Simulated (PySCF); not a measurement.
Species: C4H3F2O2 (doublet state).
Cartesian coordinates in Å at the GFN2-xTB level; atoms count from 1:
```
atom  x, y, z in Å
O1     1.036   -1.935    0.383
C2     0.466   -0.915    0.151
C3     1.034    0.472   -0.041
C4    -0.190    1.325   -0.145
F5    -0.224    2.486    0.529
O6    -1.341    0.591    0.041
C7    -1.060   -0.752   -0.060
F8    -1.345   -1.192   -1.337
H9     1.642    0.479   -0.951
H10    1.683    0.777    0.785
H11   -1.695   -1.333    0.618
```

As a line formula: `O=C1C[C](F)O[C@H]1F` [radical].

Method: UKS B3LYP, pcH-1 on C F H O, non-relativistic, mean-field spin-orbit, GIAO (PySCF). Geometry: GFN2-xTB, one conformer, isolated molecule. A GFN2-xTB geometry isn't a minimum of the functional, and hyperfine couplings can be far from their values at a DFT geometry. Stability of the SCF solution: not tested.

Question: Break the g tensor into its mass correction, gauge correction and orbital-Zeeman/spin–orbit terms.

Answer: 
```json
{"Δg (ppm)": "relativistic mass correction", "1": "-240", "2": "-240", "3": "-240"}
{"Δg (ppm)": "gauge correction", "1": "18", "2": "10", "3": "23"}
{"Δg (ppm)": "orbital Zeeman/spin–orbit", "1": "-89", "2": "2050", "3": "2336"}
{"Δg (ppm)": "total", "1": "-311", "2": "1820", "3": "2118"}
```

So g = 2.00201, 2.00414, 2.00444 and g_iso = 2.00353; the tensor is close to axial: the two nearest values differ by 12 % of g3 − g1. Axes: g3 points within 10° of the C4–O6 bond.

Question: What effective moment and Curie constant follow for a powder?

Answer: With the mean of g² = 4.0141 and S(S+1) = 0.75: μ_eff = √(⟨g²⟩S(S+1)) = 1.735 μB and χT = 0.12505·⟨g²⟩·S(S+1) = 0.376 cm³ K/mol (cgs; spin-Hamiltonian part alone).

Question: At 93.728 GHz, how far is the centre of the isotropic spectrum from where a free electron (g = 2.002319) resonates?

Answer: B = hν/(g μB) with μB/h = 13.99624 MHz/mT gives 3344.45 mT for the free electron and 3342.43 mT at g_iso, 2.02 mT lower.

Question: In a frozen sample, at which fields do the three g values resonate at 9.5, 34, 94 and 263 GHz (hyperfine left aside), and which band first spreads them over more than twice a line width of 0.3 mT?

Answer: 
| band | GHz | B(g3) mT | B(g2) mT | B(g1) mT | spread mT |
| --- | --- | --- | --- | --- | --- |
| X | 9.5 | 338.63 | 338.68 | 339.04 | 0.41 |
| Q | 34.0 | 1211.92 | 1212.10 | 1213.39 | 1.47 |
| W | 94.0 | 3350.61 | 3351.11 | 3354.68 | 4.07 |
| J | 263.0 | 9374.58 | 9375.97 | 9385.95 | 11.38 |

The spread grows in proportion to the frequency. Q band is the first where it exceeds 0.6 mT.

The Mulliken spin populations are largest on C4 (+0.83) and O6 (+0.07). C4 is the only atom above +0.15. The angles at C4 add up to 342.2°, so it is pyramidal.

The HOMO–LUMO gaps are 3.86 eV among the α and 5.95 eV among the β orbitals.

The run took 44 s wall (with the writing of density and orbital grids) on an Arm Neoverse V2 with one thread, shared host with 32 logical CPUs at a one-minute load of 31, and the process peaked at 0.84 GiB of memory.
